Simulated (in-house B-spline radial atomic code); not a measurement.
# RPA and G0W0 on LDA VWN5: O5+

Configuration [He] 2s1, highest spin, mean-field start LDA VWN5. Computed with an all-electron radial atomic-structure program (B-spline basis): all electrons, non-relativistic, point nucleus, each spin shell either full or empty, empty states to l = 9 with an (l + 1/2)⁻⁴ tail; G0W0 by contour deformation at full frequency.

Command:
```bash
python run_gw.py task.json out
```
Settings (radii: box in bohr, nucleus in fm):
```
Z                        8
electrons                3
configuration            [He] 2s1
hamiltonian              nr
method                   lda,vwn
lmax                     9
spin_polarised           True
box_radius               10.43
intervals                44
ion_configuration        1s2
```

Run time, properties included: 1.4 s on 1 thread of Arm Neoverse N1, with other jobs on the host.

Energies (hartree):

```tsv
term	value
mean-field total	-63.68849
Hartree-Fock functional on these orbitals	-64.17442
direct second order	-0.18444
second-order exchange	0.13225
SOSEX correction	0.10653
```

Question: What is the RPA correlation energy, and what remains with SOSEX?

Answer: RPA gives -0.15642 hartree (-1.42 eV per electron); RPA + SOSEX gives -0.049881, and the second-order doubles -0.052189 hartree (no singles). SOSEX takes back 68 % of the RPA value.

Quasi-particle levels (eV):

| level | occupied | mean field | Σx - vxc | Σc | QP weight | G0W0 |
| --- | --- | --- | --- | --- | --- | --- |
| 2s up | yes | -127.49 | -10.47 | ? | ? | ? |
| 1s down | yes | -649.38 | -52.04 | 4.32 | 0.918 | -697.10 |
| 1s up | yes | -651.10 | -53.86 | 4.83 | 0.901 | -700.12 |
| 2s down | no | -120.04 | 9.47 | -3.89 | 0.876 | -114.46 |

G0W0 = mean field + (Σx - vxc) + Σc, with Σc (partial-wave tail included) taken at the quasi-particle energy.

Question: Where does G0W0 put 2s up?

Answer: At -139.85 eV, with Σc = -1.89 eV and a quasi-particle weight of 0.956. The tabulated removal energy is 138.119 ± 0.0021 eV (NIST, semi-empirical).

Question: What does it cost to remove one electron (to 1s2) by differences of total energies, each species on its own start (correlation terms add to the Hartree-Fock functional)?

Answer: LDA VWN5 137.71 eV, Hartree-Fock functional 137.85 eV, + RPA 139.63 eV, + RPA + SOSEX 137.97 eV, + second order 137.99 eV. Tabulated: 138.119 ± 0.0021 eV (NIST, semi-empirical).
